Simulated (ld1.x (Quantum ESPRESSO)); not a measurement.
An all-electron radial function and its pseudo partner (K)

Columns: radius, all-electron u(r) and pseudo u(r) of the 3d shell (level -0.53 eV) of potassium in the configuration [Ne] 3s2 3p6 3d0 4s0 4p1; LDA (PZ), non-relativistic, TM scheme, ld1.x (Quantum ESPRESSO) 7.5.

```csv
r (bohr),all-electron,pseudo
0.210,0.0289,0.0017
0.420,0.0990,0.0130
0.630,0.1665,0.0404
0.840,0.2173,0.0854
1.050,0.2515,0.1438
1.260,0.2732,0.2071
1.470,0.2866,0.2655
1.680,0.2949,0.3110
1.890,0.3000,0.3398
2.100,0.3031,0.3525
2.310,0.3050,0.3527
2.520,0.3062,0.3453
2.730,0.3069,0.3349
2.940,0.3076,0.3250
3.150,0.3084,0.3175
3.360,0.3094,0.3132
3.570,0.3106,0.3118
3.780,0.3121,0.3123
3.990,0.3137,0.3137
4.200,0.3155,0.3155
4.410,0.3172,0.3172
4.620,0.3187,0.3187
4.830,0.3201,0.3201
5.040,0.3212,0.3212
5.250,0.3219,0.3219
5.460,0.3222,0.3222
```

Task: How many radial nodes do the two functions have?

Result: The all-electron 3d function has n − l − 1 = 0; the pseudo-wave has 0.

Task: At about which radius was the pseudo-wave matched?

Result: 4.20 bohr. The columns agree to 0.0005 from 3.78 bohr on; several derivatives are matched, so the curves merge somewhat inside the radius.

Task: Is the pseudo-wave norm-conserving?

Result: Yes: the TM scheme keeps the norm inside the radius equal to the all-electron one, which fixes the energy derivative of the logarithmic derivative at the level.
